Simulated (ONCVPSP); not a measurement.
## u(r) = r·R(r): atom against pseudo-atom (Os)

Columns: radius, all-electron u(r) and pseudo u(r) of the 5s shell (level -99.60 eV) of osmium in the configuration [Kr] 4d10 4f14 5s2 5p6 5d6 6s1; PBE, scalar-relativistic, ONCV scheme, ONCVPSP 4.0.1.

| r (bohr) | all-electron | pseudo |
| --- | --- | --- |
| 0.108 | 0.2754 | 0.1694 |
| 0.215 | 0.0263 | 0.3378 |
| 0.322 | -0.6309 | 0.5050 |
| 0.430 | -0.4281 | 0.6671 |
| 0.538 | 0.1648 | 0.8130 |
| 0.645 | 0.6985 | 0.9307 |
| 0.752 | 1.0333 | 1.0109 |
| 0.860 | 1.1770 | 1.0471 |
| 0.968 | 1.1788 | 1.0363 |
| 1.075 | 1.0959 | 0.9837 |
| 1.182 | 0.9706 | 0.8985 |
| 1.290 | 0.8300 | 0.7913 |
| 1.398 | 0.6925 | 0.6754 |
| 1.505 | 0.5684 | 0.5625 |
| 1.612 | 0.4602 | 0.4588 |
| 1.720 | 0.3679 | 0.3677 |
| 1.828 | 0.2917 | 0.2916 |
| 1.935 | 0.2301 | 0.2301 |
| 2.042 | 0.1806 | 0.1806 |
| 2.150 | 0.1408 | 0.1408 |
| 2.258 | 0.1093 | 0.1093 |
| 2.365 | 0.0848 | 0.0848 |
| 2.472 | 0.0656 | 0.0656 |
| 2.580 | 0.0505 | 0.0505 |
| 2.688 | 0.0388 | 0.0388 |
| 2.795 | 0.0299 | 0.0298 |

Problem. How many radial nodes do the two functions have?

Solution. The all-electron 5s function has n − l − 1 = 4 (the table is too coarse to show those close to the nucleus); the pseudo-wave has 0, since the states of the same l below it are removed with the core.

Problem. At about which radius was the pseudo-wave matched?

Solution. 1.85 bohr. The columns agree to 0.0005 from 1.72 bohr on; several derivatives are matched, so the curves merge somewhat inside the radius.

Problem. Where does each function peak?

Solution. Outermost all-electron maximum near 0.97 bohr, pseudo maximum near 0.86 bohr (to the table’s step).

Problem. Is the pseudo-wave norm-conserving?

Solution. Yes: the ONCV scheme keeps the norm inside the radius equal to the all-electron one, which fixes the energy derivative of the logarithmic derivative at the level.
